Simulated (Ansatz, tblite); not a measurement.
Removing an electron: the cluster Sn4Ge⁻ (the lowest doublet isomer of a short search). Charge -1, multiplicity 2. Geometry: r2SCAN-D4/def2-SVPD. Ansatz, gas phase; energy differences of separate SCF runs; the oxidised species is a triplet (the singlet lies 0.03 eV higher at PBE0-D4/def2-TZVPD).

```
atom    x (Å)    y (Å)    z (Å)
 Ge1   0.7159  -0.8944  -0.9238
 Sn2  -0.4181   1.2903  -1.8617
 Sn3   0.9007   1.3675   0.8347
 Sn4  -1.7927  -0.2530   0.3164
 Sn5   0.5943  -1.5104   1.6344
```

In the def2 sets Sn takes a core potential; there is no spin–orbit coupling. The xTB rows come from tblite. The structure comes from a short search, and lower isomers may exist.

```tsv
level	−HOMO (eV)	vertical IE (eV)	−LUMO (eV)	HOMO–LUMO gap (eV)
GFN2-xTB	–	6.70	–	–
PBE0-D4/def2-TZVPD	1.61	2.97	-0.32	1.93
```

Estimate the rows for PBE-D4/def2-TZVPD, r2SCAN-D4/def2-TZVPD.


| level | −HOMO (eV) | vertical IE (eV) | −LUMO (eV) | HOMO–LUMO gap (eV) |
| --- | --- | --- | --- | --- |
| PBE-D4/def2-TZVPD | 0.90 | 2.88 | 0.33 | 0.57 |
| r2SCAN-D4/def2-TZVPD | 1.09 | 2.95 | 0.20 | 0.89 |

  HOMO and LUMO are the levels of the spin that leaves or enters (xTB has no such levels and no spin-polarisation term). Other spin states of the ions may lie lower, which would lower the ionisation energy or raise the affinity. Raw xTB energy differences between charge states are shifted by several eV; the methods need an empirical correction for them.
